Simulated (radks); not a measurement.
The numbers below are computed, except where a source is named.
Ga28+, configuration [He] 2s1 (the NIST ground configuration). Code: a radial shooting solver on a logarithmic mesh with Libxc functionals. Model: scalar-relativistic Kohn-Sham, BLYP, spin-polarised, spherical densities, point nucleus; open shells are filled with parallel spins first.

Radial electron density D(r) = 4 pi r^2 rho(r):

r (bohr)  D(r) (e/bohr)  spin D(r)
0.003821          3.214      0.182
0.004207          3.784      0.214
0.00463           4.443      0.251
0.005097          5.204      0.294
0.00561           6.077      0.342
0.006176          7.073      0.398
0.006798          8.204      0.460
0.007483          9.478      0.530
0.008237          10.90      0.607
0.009067          12.48      0.692
0.009981          14.22      0.784
0.01099           16.10      0.882
0.01209           18.12      0.984
0.01331           20.25       1.09
0.01465           22.46       1.19
0.016             24.51       1.28
0.01761           26.72       1.37
0.01939           28.84       1.45
0.02134           30.78       1.50
0.02349           32.45       1.53
0.02586           33.74       1.52
0.02846           34.56       1.46
0.03133           34.81       1.36
0.03449           34.43       1.22
0.03796           33.38       1.02
0.04179           31.65      0.799
0.046             29.30      0.555
0.05063           26.41      0.319
0.05574           23.15      0.124
0.06135           19.71    0.00960
0.06753           16.30     0.0174
0.07375           13.40      0.165
0.08118           10.65      0.508
0.08936           8.484       1.05
0.09836           6.958       1.77
0.1083            6.061       2.64
0.1192            5.691       3.56
0.1312            5.682       4.44
0.1444            5.835       5.17
0.159             5.954       5.62
0.175             5.884       5.73
0.1926            5.541       5.48
0.212             4.922       4.90
0.2334            4.094       4.09
0.2569            3.170       3.17
0.2828            2.272       2.27
0.3113            1.497       1.50
0.3399           0.9433      0.943
0.3741           0.5189      0.519
0.4118           0.2567      0.257
0.4533           0.1131      0.113
0.499           0.04389     0.0439
0.5493          0.01483     0.0148
0.6046         0.004307    0.00431
0.6656         0.001059    0.00106

D(r) has 2 maxima, at r = 0.0311, 0.163 bohr, and minima at 0.125 bohr, inside which lie 2.11 electrons.
